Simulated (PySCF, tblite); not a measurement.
Isomers of C9H9Cl, one GFN2-xTB conformer each. Single-point energies are computed at PBE0/pcSseg-1 (PySCF, gas phase, no added dispersion term), electronic only.

```json
{"SMILES": "C=CC1=CC=C(Cl)C=CC1", "GFN2-xTB relative energy (kcal/mol)": "11.0"}
{"SMILES": "C#C/C(Cl)=C(/C=C)CC=C", "GFN2-xTB relative energy (kcal/mol)": "56.0"}
{"SMILES": "ClC[C@]12C=C[C@@H]3[C@H](C=C1)[C@@H]32", "GFN2-xTB relative energy (kcal/mol)": "0.0"}
```

Conformers: `[CH2:1]=[CH:2][C:3]1=[CH:4][CH:5]=[C:6]([Cl:7])[CH:8]=[CH:9][CH2:10]1` with C1–C2–C3–C4 170°, C3–C4–C5–C6 32°, C5–C6–C8–C9 -35°, C8–C9–C10–C3 73°, C2–C3–C10–C9 108°; `[CH:1]#[C:2]/[C:3]([Cl:4])=[C:5](/[CH:6]=[CH2:7])[CH2:8][CH:9]=[CH2:10]` with C3–C5–C6–C7 -177°, C3–C5–C8–C9 96°, C5–C8–C9–C10 -119°; `[Cl:1][CH2:2][C@:3]12[CH:4]=[CH:5][C@@H:6]3[C@H:7]([CH:8]=[CH:9]1)[C@H:10]23` with Cl1–C2–C3–C4 -64°, C2–C3–C4–C5 145°, C4–C5–C6–C7 56°, C5–C6–C7–C8 0°, C6–C7–C8–C9 -56°.

What does PBE0/pcSseg-1 give for the same structures?

```
                                SMILES  PBE0/pcSseg-1 E (Eh)  PBE0/pcSseg-1 (kcal/mol)  GFN2-xTB (kcal/mol)  point group
                   C=CC1=CC=C(Cl)C=CC1            -807.87701                       0.0                 11.0           C1
ClC[C@]12C=C[C@@H]3[C@H](C=C1)[C@@H]32            -807.86831                       5.5                  0.0           C1
                 C#C/C(Cl)=C(/C=C)CC=C            -807.79769                      49.8                 56.0           C1
```

GFN2-xTB puts ClC[C@]12C=C[C@@H]3[C@H](C=C1)[C@@H]32 lowest instead; measured from each level's own lowest isomer, the values differ by up to 11.0 kcal/mol (C=CC1=CC=C(Cl)C=CC1: 11.0 against 0.0). As drawn, the highest has a C≡C bond, which the lowest lacks.

Which frontier levels, dipoles and rotational constants go with these structures?

```csv
SMILES,"HOMO (eV, PBE0/pcSseg-1)",LUMO (eV),dipole (D),"A, B, C (MHz)"
C=CC1=CC=C(Cl)C=CC1,-6.28,-1.68,2.06,"3329, 619.6, 546.8"
ClC[C@]12C=C[C@@H]3[C@H](C=C1)[C@@H]32,-6.62,-0.18,1.99,"2336, 936.6, 864.4"
C#C/C(Cl)=C(/C=C)CC=C,-6.60,-1.86,1.69,"1262, 988.3, 603.7"
```

What happens when harmonic zero-point energies from GFN2-xTB frequencies are added?

```tsv
SMILES	ZPE (kcal/mol)	electronic (kcal/mol)	with ZPE (kcal/mol)
C=CC1=CC=C(Cl)C=CC1	92.4	0.0	0.0
ClC[C@]12C=C[C@@H]3[C@H](C=C1)[C@@H]32	93.9	5.5	6.9
C#C/C(Cl)=C(/C=C)CC=C	89.7	49.8	47.1
```

The zero-point energies span 4.2 kcal/mol. The order is unchanged.
